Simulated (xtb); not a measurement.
xtb input file for V(F)5 anion (F5V), SMILES [F][V]([F])([F])([F])[F] (connectivity only; charge and spin as stated), charge -1, multiplicity 2, GFN2-xTB. 

```
$ xtb mol.xyz --gfn 2 --sp --chrg -1 --uhf 1 --json
$ cat mol.xyz
6

V     -0.00000000    -0.00000000    -0.07382196
F      0.00000001     1.82065162    -0.10269713
F     -0.00000000    -1.82065162    -0.10269714
F      1.55619449    -0.00000000    -0.66212755
F     -1.55619450     0.00000001    -0.66212753
F      0.00000002    -0.00000001     1.71830547
```

It prints:

```
[banner left out]
          |                Calculation Setup                |
           -------------------------------------------------



           -------------------------------------------------
          |                 G F N 2 - x T B                 |
           -------------------------------------------------

        Reference                      10.1021/acs.jctc.8b01176
      * Hamiltonian:
        H0-scaling (s, p, d)           1.850000    2.230000    2.230000
        zeta-weighting                 0.500000
      * Dispersion:
        s8                             2.700000
        a1                             0.520000
        a2                             5.000000
        s9                             5.000000
      * Repulsion:
        kExp                           1.500000    1.000000
        rExp                           1.000000
      * Coulomb:
        alpha                          2.000000
        third order                    shell-resolved
        anisotropic                    true
        a3                             3.000000
        a5                             4.000000
        cn-shift                       1.200000
        cn-exp                         4.000000
        max-rad                        5.000000


          ...................................................
          :                      SETUP                      :
          :.................................................:
          :  # basis functions                  30          :
          :  # atomic orbitals                  29          :
          :  # shells                           13          :
          :  # electrons                        41          :
          :  max. iterations                   250          :
          :  Hamiltonian                  GFN2-xTB          :
          :  restarted?                      false          :
          :  GBSA solvation                  false          :
          :  PC potential                    false          :
          :  electronic temp.          300.0000000     K    :
          :  accuracy                    1.0000000          :
          :  -> integral cutoff          0.2500000E+02      :
          :  -> integral neglect         0.1000000E-07      :
          :  -> SCF convergence          0.1000000E-05 Eh   :
          :  -> wf. convergence          0.1000000E-03 e    :
          :  Broyden damping             0.4000000          :
          :  net charge                         -1          :
          :  unpaired electrons                  1          :
          ...................................................

 iter      E             dE          RMSdq      gap      omega  full diag
   1    -22.8860832 -0.228861E+02  0.219E+01    0.48       0.0  T
   2    -24.4299892 -0.154391E+01  0.189E+01    0.45       1.0  T
   3    -25.4472441 -0.101725E+01  0.130E+01    0.46       1.0  T
   4    -25.7998886 -0.352644E+00  0.102E+01    0.48       1.0  T
   5    -26.1075663 -0.307678E+00  0.497E+00    0.52       1.0  T
   6    -25.9076365  0.199930E+00  0.636E+00    0.48       1.0  T
   7    -25.7646965  0.142940E+00  0.750E+00    0.48       1.0  T
   8    -26.1162844 -0.351588E+00  0.261E+00    0.52       1.0  T
   9    -26.1622555 -0.459711E-01  0.121E+00    0.53       1.0  T
  10    -26.1666009 -0.434537E-02  0.308E-01    0.53       1.0  T
  11    -26.1501339  0.164670E-01  0.154E+00    0.52       1.0  T
  12    -26.1641176 -0.139837E-01  0.598E-01    0.52       1.0  T
  13    -26.1665304 -0.241283E-02  0.135E-01    0.52       1.0  T
  14    -26.1666616 -0.131220E-03  0.177E-02    0.52       2.3  T
  15    -26.1666164  0.452424E-04  0.827E-02    0.52       1.0  T
  16    -26.1666461 -0.296965E-04  0.497E-02    0.52       1.0  T
  17    -26.1666569 -0.108315E-04  0.286E-02    0.52       1.4  T
  18    -26.1666619 -0.500994E-05  0.567E-03    0.52       7.2  T
  19    -26.1666621 -0.198597E-06  0.275E-04    0.52     148.3  T
  20    -26.1666621 -0.374573E-09  0.119E-04    0.52     342.7  T

   *** convergence criteria satisfied after 20 iterations ***

         #    Occupation            Energy/Eh            Energy/eV
      -------------------------------------------------------------
         1        2.0000           -0.6956112             -18.9285
       ...           ...                  ...                  ...
        15        2.0000           -0.3089244              -8.4063
        16        2.0000           -0.2972329              -8.0881
        17        2.0000           -0.2960107              -8.0549
        18        2.0000           -0.2946842              -8.0188
        19        2.0000           -0.2944503              -8.0124
        20        2.0000           -0.2890303              -7.8649
        21        1.0000           -0.1929108              -5.2494 (HOMO)
        22        0.0000           -0.1737826              -4.7289 (LUMO)
        23                         -0.1459097              -3.9704
        24                         -0.1207131              -3.2848
        25                          0.0736644               2.0045
        26                          0.6196361              16.8612
       ...                                ...                  ...
        29                          0.7765721              21.1316
      -------------------------------------------------------------
                  HL-Gap            0.0191282 Eh            0.5205 eV
             Fermi-level           -0.2121586 Eh           -5.7731 eV

 SCC (total)                   0 d,  0 h,  0 min,  0.007 sec
 SCC setup                      ...        0 min,  0.000 sec (  1.349%)
 Dispersion                     ...        0 min,  0.000 sec (  0.433%)
 classical contributions        ...        0 min,  0.000 sec (  0.194%)
 integral evaluation            ...        0 min,  0.001 sec ( 14.212%)
 iterations                     ...        0 min,  0.004 sec ( 58.697%)
 molecular gradient             ...        0 min,  0.002 sec ( 23.422%)
 printout                       ...        0 min,  0.000 sec (  1.538%)

         :::::::::::::::::::::::::::::::::::::::::::::::::::::
         ::                     SUMMARY                     ::
         :::::::::::::::::::::::::::::::::::::::::::::::::::::
         :: total energy             -26.142947110978 Eh    ::
         :: gradient norm              0.000123340825 Eh/a0 ::
         :: HOMO-LUMO gap              0.520503660292 eV    ::
         ::.................................................::
         :: SCC energy               -26.166661529046 Eh    ::
         :: -> isotropic ES            0.196275043100 Eh    ::
         :: -> anisotropic ES         -0.001275330770 Eh    ::
         :: -> anisotropic XC         -0.000538326935 Eh    ::
         :: -> dispersion             -0.002899209661 Eh    ::
         :: repulsion energy           0.023714418068 Eh    ::
         :: add. restraining           0.000000000000 Eh    ::
         :: total charge              -1.000000000000 e     ::
         :::::::::::::::::::::::::::::::::::::::::::::::::::::

           -------------------------------------------------
          |                Property Printout                |
           -------------------------------------------------

    * Orbital Energies and Occupations

         #    Occupation            Energy/Eh            Energy/eV
      -------------------------------------------------------------
         1        2.0000           -0.6956112             -18.9285
       ...           ...                  ...                  ...
         9        2.0000           -0.3482553              -9.4765
        10        2.0000           -0.3404886              -9.2652
        11        2.0000           -0.3350479              -9.1171
        12        2.0000           -0.3256347              -8.8610
        13        2.0000           -0.3251441              -8.8476
        14        2.0000           -0.3214978              -8.7484
        15        2.0000           -0.3089244              -8.4063
        16        2.0000           -0.2972329              -8.0881
        17        2.0000           -0.2960107              -8.0549
        18        2.0000           -0.2946842              -8.0188
        19        2.0000           -0.2944503              -8.0124
        20        2.0000           -0.2890303              -7.8649
        21        1.0000           -0.1929108              -5.2494 (HOMO)
        22        0.0000           -0.1737826              -4.7289 (LUMO)
        23                         -0.1459097              -3.9704
        24                         -0.1207131              -3.2848
        25                          0.0736644               2.0045
        26                          0.6196361              16.8612
        27                          0.7121710              19.3792
        28                          0.7142901              19.4368
        29                          0.7765721              21.1316
      -------------------------------------------------------------
                  HL-Gap            0.0191282 Eh            0.5205 eV
             Fermi-level           -0.2121586 Eh           -5.7731 eV

     #   Z          covCN         q      C6AA      α(0)
     1  23 V        3.368     0.633   114.500    19.330
     2   9 F        0.673    -0.376    13.243     4.296
     3   9 F        0.673    -0.376    13.243     4.296
     4   9 F        0.675    -0.288    12.202     4.124
     5   9 F        0.675    -0.288    12.202     4.124
     6   9 F        0.673    -0.305    12.401     4.157

 Mol. C6AA /au·bohr⁶  :        789.378257
 Mol. C8AA /au·bohr⁸  :      33710.985126
 Mol. α(0) /au        :         40.326936


Wiberg/Mayer (AO) data.
largest (>0.10) Wiberg bond orders for each atom

 ---------------------------------------------------------------------------
     #   Z sym  total        # sym  WBO       # sym  WBO       # sym  WBO
 ---------------------------------------------------------------------------
     1  23 V    5.309 --     4 F    1.134     5 F    1.134     6 F    1.099
                             2 F    0.971     3 F    0.971
     2   9 F    1.103 --     1 V    0.971
     3   9 F    1.103 --     1 V    0.971
     4   9 F    1.266 --     1 V    1.134
     5   9 F    1.266 --     1 V    1.134
     6   9 F    1.213 --     1 V    1.099
 ---------------------------------------------------------------------------

Topologies differ in total number of bonds
Writing topology from bond orders to xtbtopo.mol

molecular dipole:
                 x           y           z       tot (Debye)
 q only:       -0.000       0.000      -0.213
   full:       -0.000      -0.000      -0.440       1.118
molecular quadrupole (traceless):
                xx          xy          yy          xz          yz          zz
 q only:        1.541      -0.000      -4.346      -0.000       0.000       2.805
  q+dip:        2.025      -0.000      -4.943      -0.000      -0.000       2.918
   full:        3.090      -0.000      -6.512      -0.000       0.000       3.422


           -------------------------------------------------
          | TOTAL ENERGY              -26.142947110978 Eh   |
          | GRADIENT NORM               0.000123340825 Eh/α |
          | HOMO-LUMO GAP               0.520503660292 eV   |
           -------------------------------------------------

------------------------------------------------------------------------
------------------------------------------------------------------------
 total:
 SCF:
Note: The following floating-point exceptions are signalling: IEEE_UNDERFLOW_FLAG IEEE_DENORMAL
normal termination of xtb
```

The run converged.
